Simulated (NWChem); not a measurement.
System: LiOH; SMILES [Li][OH]

Parts of the log:

```
             Northwest Computational Chemistry Package (NWChem) 7.3.0
             --------------------------------------------------------

                             Geometry "geometry" -> ""
                             -------------------------

 Output coordinates in angstroms (scale by  1.889725989 to convert to a.u.)

  No.       Tag          Charge          X              Y              Z
 ---- ---------------- ---------- -------------- -------------- --------------
    1 Li                   3.0000    -0.76809700    -0.71873700    -0.66074300
    2 O                    8.0000     0.19165600     0.17936600     0.16487200
    3 H                    1.0000     0.78075800     0.73053400     0.67162700

 Effective nuclear repulsion energy (a.u.)      13.2594402350

  pbe96 is a nonlocal functional; adding pw91lda local functional.

                                 NWChem DFT Module
                                 -----------------

 Summary of "ao basis" -> "ao basis" (spherical)
 ------------------------------------------------------------------------------
       Tag                 Description            Shells   Functions and Types
 ---------------- ------------------------------  ------  ---------------------
 Li                       aug-cc-pvdz                9       23   4s3p2d
 O                        aug-cc-pvdz                9       23   4s3p2d
 H                        aug-cc-pvdz                5        9   3s2p

            General Information
            -------------------
          SCF calculation type: DFT
          Wavefunction type:  closed shell.
          No. of atoms     :     3
          No. of electrons :    12
           Alpha electrons :     6
            Beta electrons :     6
          Charge           :     0
          Spin multiplicity:     1
          Use of symmetry is: off; symmetry adaption is: off
          Maximum number of iterations: 150
          AO basis - number of functions:    55
                     number of shells:    23
          Convergence on energy requested:  1.00D-06
          Convergence on density requested:  1.00D-05
          Convergence on gradient requested:  5.00D-04

              XC Information
              --------------
          PerdewBurkeErnzerhof Exchange Functional  1.000
            Perdew 1991 LDA Correlation Functional  1.000 local
           PerdewBurkeErnz. Correlation Functional  1.000 non-local

             Grid Information
             ----------------
          Grid used for XC integration:  medium
          Radial quadrature: Mura-Knowles
          Angular quadrature: Lebedev.
          Tag              B.-S. Rad. Rad. Pts. Rad. Cut. Ang. Pts.
          ---              ---------- --------- --------- ---------
          Li                  1.45       49          21.0       434
          O                   0.60       49          12.0       434
          H                   0.35       45          17.0       434
          Grid pruning is: on
          Number of quadrature shells:   143
          Spatial weights used:  Erf1

      Superposition of Atomic Density Guess
      -------------------------------------

 Sum of atomic energies:         -82.69857428

      Non-variational initial energy
      ------------------------------

 Total energy =     -82.644195
 1-e energy   =    -138.815974
 2-e energy   =      42.912338
 HOMO         =      -0.507074
 LUMO         =      -0.059253

[...]

                                NWChem TDDFT Module
                                -------------------

            General Information
            -------------------
           No. of orbitals :     110
            Alpha orbitals :      55
             Beta orbitals :      55
        Alpha frozen cores :       0
         Beta frozen cores :       0
     Alpha frozen virtuals :       0
      Beta frozen virtuals :       0
         Spin multiplicity :       1
    Number of AO functions :      55
        Use of symmetry is : off
      Symmetry adaption is : off
         Schwarz screening :  0.10D-07

              XC Information
              --------------
   PerdewBurkeErnzerhof Exchange Functional   1.00
     Perdew 1991 LDA Correlation Functional   1.00 local
    PerdewBurkeErnz. Correlation Functional   1.00 non-local

             TDDFT Information
             -----------------
          Calculation type : Tamm-Dancoff TDDFT
         Wavefunction type : Restricted singlets
          No. of electrons :      12
           Alpha electrons :       6
            Beta electrons :       6
              No. of roots :       6
          Max subspacesize :    5200
            Max iterations :     100
               Target root :       1
           Target symmetry : none
      Symmetry restriction : off
                 Algorithm : Optimal
        Davidson threshold :  0.10D-03

    6 smallest eigenvalue differences (eV)
--------------------------------------------------------
  No. Spin  Occ  Vir  Irrep   E(Occ)    E(Vir)   E(Diff)
--------------------------------------------------------
    1    1    6    7 a        -0.177    -0.050     3.475
    2    1    5    7 a        -0.177    -0.050     3.475
    3    1    6    8 a        -0.177     0.004     4.931
    4    1    5    8 a        -0.177     0.004     4.931
    5    1    6    9 a        -0.177     0.004     4.931
    6    1    5    9 a        -0.177     0.004     4.931
--------------------------------------------------------

  Entering Davidson iterations
  Restricted singlet excited states

  Iter   NTrls   NConv    DeltaV     DeltaE      Time
  ----  ------  ------  ---------  ---------  ---------
    1      6       0     0.14E+00   0.10+100        0.9
    2     12       1     0.44E-01   0.17E-01        0.9
    3     17       5     0.83E-02   0.29E-02        0.9
    4     18       5     0.15E-02   0.76E-04        0.7
    5     19       6     0.65E-04   0.14E-05        0.7
  ----  ------  ------  ---------  ---------  ---------
  Convergence criterion met

  Ground state a         -83.284766367029 a.u.

  ----------------------------------------------------------------------------
  Root   1 singlet a              0.126782082 a.u.                3.4499 eV
  ----------------------------------------------------------------------------
     Transition Moments    X -0.41588   Y  0.41209   Z  0.03522
     Dipole Oscillator Strength                    0.0290770890
     Electric Quadrupole                           0.0000000101
     Magnetic Dipole                               0.0000000416
     Total Oscillator Strength                     0.0290771407

     Occ.    5  a   ---  Virt.    7  a        0.99818
  ----------------------------------------------------------------------------
  Root   2 singlet a              0.126838653 a.u.                3.4515 eV
  ----------------------------------------------------------------------------
     Transition Moments    X -0.19823   Y -0.24254   Z  0.49418
     Dipole Oscillator Strength                    0.0289474484
     Electric Quadrupole                           0.0000000100
     Magnetic Dipole                               0.0000000415
     Total Oscillator Strength                     0.0289474999

     Occ.    6  a   ---  Virt.    7  a       -0.99820
  ----------------------------------------------------------------------------
  Root   3 singlet a              0.180371289 a.u.                4.9082 eV
  ----------------------------------------------------------------------------
     Transition Moments    X  0.00060   Y  0.00062   Z  0.00059
     Dipole Oscillator Strength                    0.0000001315
     Electric Quadrupole                           0.0000000505
     Magnetic Dipole                               0.0000000000
     Total Oscillator Strength                     0.0000001820

     Occ.    5  a   ---  Virt.    8  a       -0.49433
     Occ.    5  a   ---  Virt.    9  a       -0.50933
     Occ.    6  a   ---  Virt.    8  a        0.50053
     Occ.    6  a   ---  Virt.    9  a       -0.49489
  ----------------------------------------------------------------------------
  Root   4 singlet a              0.180380026 a.u.                4.9084 eV
  ----------------------------------------------------------------------------
     Transition Moments    X -0.00056   Y -0.00028   Z -0.00041
     Dipole Oscillator Strength                    0.0000000674
     Electric Quadrupole                           0.0000000505
     Magnetic Dipole                               0.0000000000
     Total Oscillator Strength                     0.0000001179

     Occ.    5  a   ---  Virt.    8  a        0.50625
     Occ.    5  a   ---  Virt.    9  a       -0.50104
     Occ.    6  a   ---  Virt.    8  a        0.48810
     Occ.    6  a   ---  Virt.    9  a        0.50365
  ----------------------------------------------------------------------------
  Root   5 singlet a              0.181207070 a.u.                4.9309 eV
  ----------------------------------------------------------------------------
     Transition Moments    X -0.00002   Y -0.00001   Z  0.00002
     Dipole Oscillator Strength                    0.0000000001
     Electric Quadrupole                           0.0000000000
     Magnetic Dipole                               0.0000000000
     Total Oscillator Strength                     0.0000000001

[...]
```

Level: PBE/aug-cc-pVDZ, TDA. Geometry: optimised at PBE0/def2-SVP.

### Question
Write an input that gives this output.

### Answer
One answer among several that fit: the input that was run:
```
start job
memory heap 200 mb stack 900 mb global 1100 mb
geometry units angstroms noautosym nocenter noautoz
  Li    -0.768097    -0.718737    -0.660743
  O      0.191656     0.179366     0.164872
  H      0.780758     0.730534     0.671627
end
basis spherical
  Li library aug-cc-pvdz
  O library aug-cc-pvdz
  H library aug-cc-pvdz
end
dft
  xc xpbe96 cpbe96
  iterations 150
end
tddft
  cis
  nroots 6
  notriplet
end
task tddft energy
```
